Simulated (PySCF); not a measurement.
C2H5Si, SMILES [CH2][Si]C (connectivity only; charge and spin as stated), charge +1, multiplicity 1.

Coordinates come from a TPSSh-D3(BJ)/def2-TZVP optimisation. The multiplicity is an assumed one; other spin states were not compared. The isomer is the one that the SMILES or the coordinates give; other isomers of the formula were not compared.

All values below come from PBE/def2-TZVPD (PySCF).

Symmetry labels are those of the subgroup Cs that the program uses (full group Cs).

Computed valence orbital energies around the gap with their symmetry:
```tsv
orbital	symmetry	energy (eV)
HOMO−7	A'	-23.99
HOMO−6	A'	-22.79
HOMO−5	A'	-17.63
HOMO−4	A"	-16.43
HOMO−3	A'	-16.33
HOMO−2	A"	-16.09
HOMO−1	A'	-14.86
HOMO	A'	-11.98
LUMO	A'	-9.38
LUMO+1	A"	-9.24
LUMO+2	A'	-5.87
LUMO+3	A'	-4.12
```
